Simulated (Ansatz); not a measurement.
Cost and result up the ladder for Zn2Cl6 (8 atoms). Charge 0, multiplicity 1. Geometry: r2SCAN-D4/def2-SVP.

```tsv
atom	x (Å)	y (Å)	z (Å)
Zn1	1.134	0.683	0.988
Zn2	0.078	-1.088	-1.182
Cl3	-1.318	1.249	1.102
Cl4	1.368	0.873	-1.286
Cl5	0.873	2.175	2.579
Cl6	0.902	-1.599	0.958
Cl7	-0.844	-2.282	-2.690
Cl8	-2.192	-0.012	-0.470
```

Ansatz on 4 threads of Arm Neoverse V1 on a shared host. Times are rough, and most runs start from the orbitals of an earlier one. No level here is sound enough to serve as a yardstick. Binding counts from free atoms at the same level (Zn singlet, Cl doublet; other spins of the atoms weren't run), without zero-point energy or a counterpoise term.

Correlated methods freeze 48 core orbitals. The rows differ in basis, and correlated rows in double-zeta sets carry the largest basis error. In the singlet, Cl3 and Cl8 lie 2.20 Å apart (atoms count from 1), so these atoms are partly bonded to each other. Another isomer (singlet) lies 0.15 eV lower at PBE0-D4/def2-TZVP; other spin states weren't run for this one.

Run but left out: HF/STO-3G, PBE-QIDH/def2-TZVP (restricted singlet, unstable in another Hartree–Fock run and untested here); HF/def2-TZVP (restricted singlet, unstable towards broken spin symmetry).

Correlated methods converge slowly with the basis, most of all in double-zeta sets.

| level | functions | wall time |
| --- | --- | --- |
| PBE-D4/def2-SVP | 170 | 2.6 s |
| PBE0-D4/def2-SVP | 170 | 4.8 s |
| BLYP-D4/def2-TZVP | 318 | 7 s |
| PBE-D4/def2-TZVP (with forces) | 318 | 8 s |
| r2SCAN-D4/def2-TZVP | 318 | 14 s |
| MP2/def2-TZVP | 318 | 19 s |
| PBE0-D4/def2-TZVP | 318 | 21 s |
| CCSD(T)/def2-SVP | 170 | 58 s |

Question: Estimate what each level gives for the binding energy per atom (eV).

Answer: 
```tsv
level	binding energy per atom (eV)	remarks
PBE-D4/def2-SVP	2.30	restricted SCF unstable in HF
PBE0-D4/def2-SVP	2.22	restricted SCF unstable in HF
BLYP-D4/def2-TZVP	2.00	restricted SCF unstable in HF
PBE-D4/def2-TZVP (with forces)	2.19	restricted SCF unstable in HF
r2SCAN-D4/def2-TZVP	2.22	restricted SCF unstable in HF
MP2/def2-TZVP	2.16	restricted SCF unstable
PBE0-D4/def2-TZVP	2.14	restricted SCF unstable in HF
CCSD(T)/def2-SVP	1.89	restricted SCF unstable
```
